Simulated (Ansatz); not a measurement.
## Relaxing a trial structure of AgH3SSiZn

The starting geometry of this gas-phase singlet was optimised with GFN2-xTB; its bonds are those of `[SiH3][S][Zn][Ag]`.

| atom | x (Å) | y (Å) | z (Å) |
| --- | --- | --- | --- |
| Ag | 1.0755 | -2.8838 | 1.3911 |
| S | -0.9009 | 1.2915 | 0.5202 |
| Si | -2.5485 | 1.1655 | -0.7948 |
| Zn | -0.0472 | -0.8480 | 0.7852 |
| H | -3.4650 | 0.1044 | -0.3712 |
| H | -2.0796 | 0.8800 | -2.1504 |
| H | -3.1643 | 2.4778 | -0.6975 |

Q: Predict what becomes of its bonds when it is optimised with r2SCAN-D4/def2-SVP.

A: It keeps its bonds, and is `[SiH3][S][Zn][Ag]`.

The energy falls by 0.20 eV over 31 steps:

```csv
step,E − E(last) (eV)
1,0.198
4,0.030
8,0.016
11,0.016
14,0.016
18,0.014
21,0.010
24,0.004
28,0.000
31,0.000
```

Final geometry (Å):

```xyz
7

Ag    0.1057   -2.7653    1.5065
S    -0.4528    1.5931    0.1741
Si   -2.2970    1.0840   -0.7765
Zn   -0.1989   -0.5123    0.8095
H    -2.5747   -0.3854   -0.5955
H    -2.2602    1.3473   -2.2459
H    -3.4523    1.8260   -0.1895
```

No frequencies were run, so the end isn't proven a minimum. Atoms past krypton carry core potentials, without spin–orbit terms. Run with Ansatz 0.2.0, 2.1 min on 2 threads of Arm Neoverse V1, on a shared host.
